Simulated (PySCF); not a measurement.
Zn(F)(I), FIZn, SMILES [I][Zn][F], B3LYP/def2-SVP optimised geometry.

```
3

Zn    -0.34     0.00     0.00
F     -2.09     0.00    -0.01
I      2.09     0.00     0.00
```

Density from B3LYP/def2-TZVP, def2 effective core potentials past Kr run with PySCF at that geometry. The core electrons that the potentials of I replace are not part of the density.

Minimum of the electron density along straight lines between bonded atoms, close to the bond critical point (lines longer than 1.1 times the sum of covalent radii, or with two minima, are not listed):

| bond | length / Å | ρ at the minimum / e bohr⁻³ | ∇²ρ there / e bohr⁻⁵ | position (fraction from the first atom) |
|---|---|---|---|---|
| Zn1–F2 | 1.748 | (withheld) | (withheld) | 0.50 |
| Zn1–I3 | 2.426 | 0.075 | (withheld) | 0.44 |

**Question.** Fill in the missing entries.

**Answer.** 
- Zn1–F2, ρ at the minimum / e bohr⁻³: 0.133
- Zn1–F2, ∇²ρ there / e bohr⁻⁵: 0.85
- Zn1–I3, ∇²ρ there / e bohr⁻⁵: 0.11
